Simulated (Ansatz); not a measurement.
`C[Se][In]([F])[F]` + HBr → `[F][In]([F])[Br]` + `C[SeH]` at 298.15 K and 1 bar (ligand exchange at the In–Se bond).

Computed with Ansatz on PBE0-D4/def2-TZVP structures; ΔE is electronic, products minus reactants. CCSD(T)/CBS is the MP2 limit (def2-TZVPP, def2-QZVPP) plus CCSD(T) − MP2 in def2-TZVPP, frozen cores. Elements past krypton have def2 core potentials. For Br, In, Se outer-core shells are correlated without core-valence functions, which leaves a few kJ/mol of doubt a bond. Scalar relativity is left out up to krypton. One conformer a species, not always the lowest.

```
            species  CCSD(T)/CBS energy (Eh)  H − E (kJ/mol)  S (J/(mol·K))
`C[Se][In]([F])[F]`              -2830.05920           133.4          407.2
                HBr              -2573.91920            24.6          198.6
 `[F][In]([F])[Br]`              -2962.82519            28.6          340.1
           `C[SeH]`              -2441.15625           129.5          267.5
```

H − E and S are ideal-gas, rigid-rotor, harmonic terms from PBE0-D4/def2-TZVP, for one conformer and one mirror image of each species. 1 Eh = 2625.50 kJ/mol, R = 8.31446 J/(mol·K).

Task: By hand: ΔE, ΔH, ΔS and ΔG.

Result: ΔE = (-2962.82519) + (-2441.15625) − (-2830.05920) − (-2573.91920) = -0.00304 Eh = -8.0 kJ/mol. Δ(H − E) = 28.6 + 129.5 − 133.4 − 24.6 = 0.1, so ΔH = -7.9 kJ/mol. ΔS = 340.1 + 267.5 − 407.2 − 198.6 = 1.8 J/(mol·K). ΔG = -7.9 − 298.15 × (1.8)/1000 = -8.4 kJ/mol.

Task: By hand: the equilibrium constant, and the temperature at which ΔG would vanish if ΔH and ΔS stayed fixed.

Result: log₁₀ K = −ΔG/(RT ln 10) = 1.5. ΔH and −TΔS have one sign here, so there is no such temperature. One of them is within its doubt of zero, so this could turn.

The number of gas molecules stays the same, so ΔS is small and ΔH decides. A doubt of 5 kJ/mol in ΔE shifts log₁₀ K by 0.9 here. Other conformers and mirror images would add mixing entropy, several J/(mol·K) or more a flexible species. Modes under 60 cm⁻¹, often nearly free rotors, make the harmonic entropy too high. These are equilibria of isolated gas molecules and say nothing of rates. Largest T1 diagnostic: 0.014 (customary marks: 0.02 for closed shells, 0.045 for open ones).
